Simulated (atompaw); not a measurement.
**Which change was made? (Fe, PAW (atompaw))**

| Item | Value |
| --- | --- |
| Element | iron (Fe) |
| Generator | atompaw 4.2.0.5 |
| Type | PAW |
| Functional | PBE |
| Relativity | scalar-relativistic |
| Frozen core | [Ne] |
| Valence charge | 16 |
| Reference configuration | 3s2 3p6 3d6 4s2 4p0 |
| Partial waves | 3s (bound): rc 1.45 bohr; 4s (bound): rc 1.25 bohr; 3p (bound): rc 1.45 bohr; 4p (bound, empty): rc 1.50 bohr; 3d (bound): rc 1.50 bohr; 3d channel at 2.95 Ry: rc 1.45 bohr |
| Local potential | bessel scheme, radius 1.05 bohr |
| Core correction | smooth core density matched at 1.05 bohr |
| Augmentation charge | gaussian compensation charge, radius 1.15 bohr; PAW radius 1.50 bohr; waves and projectors: custom polynom vanderbiltortho |

Cutoffs, loose and tight: the cutoffs (Ry, on a coarse ladder) from which the occupation-weighted sum of valence levels, in a spherical-Bessel basis at the reference potential, stays within 10 and 1 mRy of its value at 400 Ry. They see the waves, projectors and local potential, not the compensation charge or the core.

The base gives: outcome: generated; cutoff, loose: 70 Ry; cutoff, tight: 110 Ry; bound ghosts: none.

Q: After one change the result is: outcome: generated; cutoff, loose: 60 Ry; cutoff, tight: 100 Ry; bound ghosts: none. Which change was it?
A. core [Ne] 3s2, valence charge 14; reference 3p6 3d6 4s2 4p0; waves now 4s (bound): rc 2.70 bohr; 4s channel at 3.65 Ry: rc 2.70 bohr; 3p (bound): rc 1.20 bohr; 4p (bound): rc 1.60 bohr; 3d (bound): rc 1.30 bohr; 3d channel at 0.3 Ry: rc 1.30 bohr; local potential bessel scheme, radius 2.15 bohr; core correction smooth core density matched at 1.85 bohr; augmentation gaussian compensation charge, radius 2.35 bohr; PAW radius 2.70 bohr; waves and projectors: custom polynom vanderbiltortho
B. local potential troulliermartins scheme with l = 3 at 0 Ry, radius 1.05 bohr
C. all radii scaled by about 0.86 (s 1.24, p 1.24, d 1.30 bohr); local potential bessel scheme, radius 0.90 bohr; augmentation gaussian compensation charge, radius 0.98 bohr; PAW radius 1.30 bohr; waves and projectors: custom polynom vanderbiltortho; core correction smooth core density matched at 0.90 bohr
D. wave 3d channel at 2.95 Ry: rc 1.45 bohr becomes 3d channel at 2.95 Ry: rc 0.76 bohr

A: D. The others give: all radii scaled by about 0.86 (s 1.24, p 1.24, d 1.30 bohr); local potential bessel scheme, radius 0.90 bohr; augmentation gaussian compensation charge, radius 0.98 bohr; PAW radius 1.30 bohr; waves and projectors: custom polynom vanderbiltortho; core correction smooth core density matched at 0.90 bohr → outcome: failed: atompaw: The overlap operator has at least one negative eigenvalue! | local potential troulliermartins scheme with l = 3 at 0 Ry, radius 1.05 bohr → outcome: generated; cutoff, loose: 70 Ry; cutoff, tight: 100 Ry; bound ghosts: s | core [Ne] 3s2, valence charge 14; reference 3p6 3d6 4s2 4p0; waves now 4s (bound): rc 2.70 bohr; 4s channel at 3.65 Ry: rc 2.70 bohr; 3p (bound): rc 1.20 bohr; 4p (bound): rc 1.60 bohr; 3d (bound): rc 1.30 bohr; 3d channel at 0.3 Ry: rc 1.30 bohr; local potential bessel scheme, radius 2.15 bohr; core correction smooth core density matched at 1.85 bohr; augmentation gaussian compensation charge, radius 2.35 bohr; PAW radius 2.70 bohr; waves and projectors: custom polynom vanderbiltortho → outcome: generated; cutoff, loose: 90 Ry; cutoff, tight: 140 Ry; bound ghosts: none.
